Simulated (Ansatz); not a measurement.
## Strength of the C–C bond: C3H3F3O → C2H3O + CF3

Species: C3H3F3O (3,3,3-trifluoropropanal) `O=CCC(F)(F)F`, singlet; C2H3O `C=C[O]`, doublet; CF3 `F[C](F)F`, doublet. 

Shapes, held fixed at every level: PBE0-D4/def2-TZVP. Flexible molecules stand in one conformer, not always the lowest. Programs: Ansatz 0.2.0. The zero-point and thermal change to 298 K, harmonic and unscaled (PBE0-D4/def2-TZVP), is -15.2 kJ/mol.

Problem. Estimate ΔH(298 K) of this reaction.

Solution. B2PLYP/def2-TZVPP gives ΔH(298 K) = +358.5 kJ/mol; the levels span +244.3 to +377.9. The median of the levels is +355.1. Hartree–Fock misses the correlation of the pair that is broken and comes out low. No measured value is set beside it here. Spin contamination: C2H3O (⟨S²⟩ up to 0.92). Open shells run unrestricted unless RO is named. Times are processor times on shared x86 and Arm servers, and rough.

```json
{"level": "HF/def2-TZVPP", "kind": "Hartree–Fock", "ΔH(298 K) (kJ/mol)": "+244.3", "CPU time (sum over the molecules)": "–"}
{"level": "PBE-D4/def2-TZVPP", "kind": "GGA", "ΔH(298 K) (kJ/mol)": "+355.1", "CPU time (sum over the molecules)": "17 s"}
{"level": "r2SCAN-D4/def2-TZVPP", "kind": "meta-GGA", "ΔH(298 K) (kJ/mol)": "+340.7", "CPU time (sum over the molecules)": "34 s"}
{"level": "B3LYP-D4/def2-TZVPP", "kind": "global hybrid", "ΔH(298 K) (kJ/mol)": "+346.7", "CPU time (sum over the molecules)": "26 s"}
{"level": "PBE0-D4/def2-TZVPP", "kind": "global hybrid", "ΔH(298 K) (kJ/mol)": "+359.5", "CPU time (sum over the molecules)": "18 s"}
{"level": "wB97X-V/def2-TZVPP", "kind": "range-separated hybrid", "ΔH(298 K) (kJ/mol)": "+377.9", "CPU time (sum over the molecules)": "48 s"}
{"level": "B2PLYP/def2-TZVPP", "kind": "double hybrid", "ΔH(298 K) (kJ/mol)": "+358.5", "CPU time (sum over the molecules)": "35 s"}
```
